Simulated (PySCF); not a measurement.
## Excitation energy of Mg by level of theory

Mg [Ne] 3s2 (1S) → Mg [Ne] 3p2 (3P), as a difference of total energies. Calculation: PySCF 2.14, in aug-cc-pVDZ-DK (5s4p2d, 27 functions); scalar relativity by spin-free X2C-1e. Correlated levels: valence: [Ne] frozen. The calculations carry no spin-orbit coupling.

| method | excitation energy (eV) | error (eV) |
| --- | --- | --- |
| UHF | 6.317 | -0.856 |
| LDA | 6.555 | -0.618 |
| PBE | 6.321 | -0.852 |
| PBE0 | 6.446 | -0.727 |
| r2SCAN | 6.198 | -0.975 |
| B3LYP | 6.741 | -0.432 |
| r2SCAN0 | 6.397 | -0.776 |
| LC-wPBE | 6.771 | -0.402 |
| BLYP | 6.616 | -0.557 |
| MP2 (valence) | 6.784 | -0.389 |
| SCS-MP2 (valence) | 6.984 | -0.189 |

Reference: 7.173 eV (measured; NIST levels, between the centres of gravity of the two terms).

Errors of the correlated levels include the incompleteness of this basis and the frozen core.
